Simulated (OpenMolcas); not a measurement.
## Re I: effect of correlating more closed shells

```
Program             : OpenMolcas 26.06
Basis               : ANO-RCC-VTZP [8s7p5d3f2g1h]
Scalar Hamiltonian  : DKH2, point nucleus
Active space        : 7 electrons in 6 orbitals (5d 6s)
State averaging     : 2S+1 = 6 even, 6 roots; 2S+1 = 4 even, 59 roots kept (CI in the orbitals of an earlier block); 2S+1 = 2 even, 53 roots kept (CI in the orbitals of an earlier block)
Spin-orbit coupling : RASSI with atomic mean-field integrals over the reference wave functions, term energies averaged over their components
```

Methods on the same reference wave functions:
A. CASSCF
B. MS-CASPT2, IPEA 0.25 Eh, imaginary shift 0.1 Eh (closed shells correlated: none)
C. MS-CASPT2, IPEA 0.25 Eh, imaginary shift 0.1 Eh (closed shells correlated: 5s 5p)

Energies in cm-1 above 5d5 6s2 6S 5/2, the measured ground level; measured values from NIST Handbook of Basic Atomic Spectroscopic Data.

```json
{"Level": "5d5 6s2 6S 5/2", "A": "0.0", "B": "0.0", "C": "0.0", "Measured": "0.0"}
{"Level": "5d6 6s 6D 9/2", "A": "7713", "B": "13840", "C": "14860", "Measured": "11755"}
{"Level": "5d6 6s 6D 7/2", "A": "10405", "B": "16560", "C": "17550", "Measured": "14217"}
{"Level": "5d6 6s 6D 3/2", "A": "12545", "B": "19530", "C": "20430", "Measured": "16328"}
{"Level": "5d6 6s 6D 1/2 [63 %]", "A": "13171", "B": "20470", "C": "21220", "Measured": "17238"}
{"Level": "5d5 6s2 4G 11/2", "A": "18726", "B": "19400", "C": "18950", "Measured": "16307"}
{"Level": "5d5 6s2 4P 1/2 [56 %]", "A": "18805", "B": "17930", "C": "18290", "Measured": ""}
{"Level": "5d5 6s2 4G 9/2", "A": "19055", "B": "19620", "C": "19150", "Measured": "16619"}
{"Level": "5d5 6s2 4D 7/2 [53 %]", "A": "19329", "B": "20050", "C": "20040", "Measured": ""}
{"Level": "5d5 6s2 4D 5/2 [56 %]", "A": "22343", "B": "23360", "C": "23490", "Measured": ""}
{"Level": "5d5 6s2 4D 1/2 [74 %]", "A": "22429", "B": "22990", "C": "23020", "Measured": ""}
{"Level": "5d5 6s2 4D 3/2 [50 %]", "A": "23254", "B": "23860", "C": "23920", "Measured": ""}
{"Level": "5d5 6s2 2D 3/2 [55 %]", "A": "26140", "B": "26710", "C": "26840", "Measured": ""}
{"Level": "5d5 6s2 2I 11/2 [54 %]", "A": "28463", "B": "28370", "C": "27880", "Measured": ""}
```

Deviations, from unrounded energies. A percentage is the sum of absolute deviations over the sum of measured energies, with the sign that they share, or ± where signs differ.

```csv
Against measurement,Levels,A,B,C
mean absolute deviation (cm-1),6,3400,2800,3300
other terms of the ground configuration (%),2,+14.7,+18.5,+15.7
other configurations (%),4,-26.4,+18.2,+24.4
```

B lies closest to measurement on these levels and A furthest from it. The largest miss of B in the table is 5d6 6s 6D 1/2 [63 %], by +3200 cm-1. The ranking rests on the paired levels alone, and a cruder setting can come out closer through cancelling errors.

Between B and C the level of the table that moves most is 5d6 6s 6D 9/2, by 1000 cm-1 (lowest in B, highest in C). Moves below CASPT2's spread within the term are not significant.

The mean deviations of B to C differ by less than CASPT2's widest spread within a term (1200 cm-1), so their order carries little weight.

From A to B the spin-free energies of the other terms of 5d5 6s2 shown, above 6S, scale by factors of 1.01 to 1.05.

The lowest spin-free term lies below A's lowest term by 0.155 hartree in B, 0.436 hartree in C.

What an inner shell adds also hangs on whether the basis holds functions to correlate it.

Term energies are means over components that CASPT2 splits; among the terms shown or strongly mixed into the levels shown the widest spread is 1200 cm-1 (5d5 6s2 2I, C). Terms from blocks run as CI alone lack orbitals of their own. Configurations are named by rounded mean occupations; where the s occupation lies near a half they are strongly mixed, a name can repeat and a true partner stay unpaired. A single d shell beside an s shell can misplace configurations of different d count against each other. The CASPT2 spread within a term exceeds the gap to the next term for 5d5 6s2 4P and 5d5 6s2 4G, 5d5 6s2 4G and 5d5 6s2 4D, so the order of their levels is uncertain, and so are names and mixing where such terms share a J (figures for B; the like holds for C). Without dynamic correlation excited terms often stand tens of per cent too high (terms of higher spin than the ground term too low), and those without a measured partner can miss by more than the paired ones (holds for A). Some terms miss by over 15 % even with CASPT2, which points to a basis or an active space too small for the shells correlated (holds for B; C). Measured partners are found by configuration, term and J. A level has none where our copy of the source lacks it or the pairing is in doubt (some pairs that miss far off the trend of their configuration count as doubtful), and it then counts in no deviation. Levels of configurations outside the active space are missing. The table leaves out levels that lie high or whose names do not pair safely across all columns.

A share in square brackets marks a mixed level and gives the weight of the term that names it, the lowest over the columns.
